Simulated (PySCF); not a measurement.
Computed IR spectrum (relative IR intensity) of a molecule CH6O3Si2. Coordinates come from a B3LYP-D3(BJ)/def2-SVP optimisation. Other conformers were not sampled. All values below come from PySCF with B3LYP-D3(BJ)/def2-SVP. Frequencies are harmonic and unscaled.

| ν (cm⁻¹) | relative intensity |
|---|---|
| 237 | 2.7 |
| 693 | 8.7 |
| 697 | 2.5 |
| 731 | 10 |
| 741 | 6.1 |
| 745 | 12 |
| 785 | 24 |
| 918 | 100 |
| 958 | 16 |
| 960 | 24 |
| 970 | 68 |
| 1016 | 22 |
| 1117 | 78 |
| 1241 | 69 |
| 1825 | 56 |
| 2232 | 43 |
| 2252 | 23 |
| 2286 | 12 |
| 2293 | 26 |
| 3034 | 12 |

Task: Which molecule gave these data?
A. O[C@H]1[SiH2]O[Si@@H]1O
B. O=CO[SiH2]O[SiH3]
C. O=C(O[SiH3])O[SiH3]
D. O=CO[SiH2][SiH2]O

Result: B, O=CO[SiH2]O[SiH3]
